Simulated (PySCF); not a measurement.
A TDDFT job was run through a driver script with this input:

```
{"job": {"kind": "uv", "xc": "B3LYP", "basis": "def2-SVPD", "dynamic": true, "nstates": 6, "ntriplets": 0, "group": "solv-NIHIIOQDHOXOKZ-UHFFFAOYSA-N-uv", "role": "base"}, "charge": 0, "multiplicity": 1}
C     -3.081996     1.891832     0.155998
C     -2.498423     0.824651     0.146316
Si    -1.626814    -0.787242     0.132759
C      0.183502    -0.505898     0.031288
C      1.391904    -0.321308    -0.033499
Si     3.203900    -0.040144    -0.128842
H     -3.595693     2.837189     0.164284
H     -1.938212    -1.531672     1.384872
H     -2.068103    -1.581926    -1.047381
H      3.917235    -1.236041     0.405492
H      3.596027     0.181991    -1.550495
H      3.559989     1.159050     0.682908
```

Theory: PySCF, TDDFT B3LYP/def2-SVPD, vertical, gas phase, core orbitals frozen in the response. Job line and output are in the format of a driver script around the code.

Problem. Give the output without the SCF cycles.

Solution. 
```
converged SCF energy = -734.6589502483

Static polarisability (au): isotropic 102.861, principal 74.519 94.122 139.942

Singlet excitations
state   eV       nm        f      main configurations
  1   5.4293    228.4   0.00032   H->L 0.61, H-1->L+1 0.22
  2   5.6055    221.2   0.00180   H-1->L+1 0.67, H->L 0.23
  3   5.6084    221.1   0.00475   H-1->L 0.44, H->L+1 0.37, H-2->L+1 0.08
  4   5.8697    211.2   0.00015   H-2->L 0.51, H-2->L+2 0.19, H->L+2 0.10
  5   6.0230    205.9   0.01840   H-3->L 0.24, H-2->L+1 0.23, H->L+1 0.15
  6   6.0834    203.8   0.00086   H-3->L+1 0.52, H-1->L+3 0.16, H-3->L+3 0.14
```

Isolated species at its PBE0-D3(BJ)/def2-SVP geometry, gas phase.

H and L stand for HOMO and LUMO.
